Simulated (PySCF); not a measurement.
CH₃F₂GaO. Atoms are numbered in the order given.

```xyz
8

Ga     0.1828     0.2317     0.2219
F      1.5563     1.2336     0.5526
F     -1.0769     0.1421     1.4214
O      0.0573    -0.6728    -1.2776
C     -1.0604    -1.4988    -1.5709
H     -1.5516    -1.1384    -2.4905
H     -0.7149    -2.5313    -1.7478
H     -1.8111    -1.5180    -0.7613
```
Charge 0, spin multiplicity 1.

Coordinates come from a r2SCAN-D4/def2-SVP optimisation. The structure was generated by enumeration; whether it is a known compound was not checked. Other conformers were not sampled.

The numbers are results of PySCF with PBE/def2-TZVP, not measurements.

The total energy is -2239.29696 hartree and the highest occupied level comes out as -7.15 eV. The lowest empty level is -2.72 eV and the orbital gap is 4.43 eV. The dipole moment comes out as 2.14 D and the quadrupole, principal values (traceless, Buckingham form, about the centre of nuclear charge) is -7.75, 1.39, 6.36 D·Å. The mean static polarisability is 41.6 bohr³ (6.16 Å³) and the polarisability, principal values is 33.2, 38.6, 52.9 bohr³.
